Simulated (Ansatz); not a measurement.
Si6Cl6 prismane (Si6Cl6) was relaxed with PBE0-D4 (def2-SVP) in Ansatz in these states: charge +1 doublet, neutral singlet. The geometries follow in no particular order.

A:

```xyz
12

Si   -0.4190   -0.9956    1.5571
Cl    0.8375   -2.1903    2.6227
Si    1.2245   -1.0679   -1.0076
Cl    2.6959   -2.3819   -0.5360
Si   -1.0642   -1.3345   -0.6723
Cl   -2.2076   -2.8713   -1.3403
Si   -1.2562    1.0170   -0.8188
Cl   -2.6846    1.9757   -1.8832
Si   -0.2893    1.3155    1.2989
Cl   -0.3755    2.7154    2.7610
Si    1.0921    1.2280   -0.6644
Cl    2.4465    2.5900   -1.3171
```

B:

Cartesian coordinates in Å:
```
Si 1.521 0.971 -0.243
Cl 3.232 2.080 -0.575
Si 1.106 -1.014 1.031
Cl 2.337 -2.214 2.177
Si -0.100 0.996 1.521
Cl -0.271 2.136 3.236
Si -1.784 0.360 -0.018
Cl -3.803 0.801 0.010
Si -0.164 0.335 -1.782
Cl -0.301 0.747 -3.802
Si -0.579 -1.650 -0.508
Cl -1.196 -3.547 -1.046
```

Problem. Judge from the bond lengths which geometry belongs to which state (an estimate).

Solution. A is the charge +1 doublet (Si1–Si3 3.047 Å, Si3–Si5 2.328 Å, Si1–Si5 2.345 Å); B is the neutral singlet (Si1–Si3 2.395 Å, Si3–Si5 2.395 Å, Si1–Si5 2.395 Å).
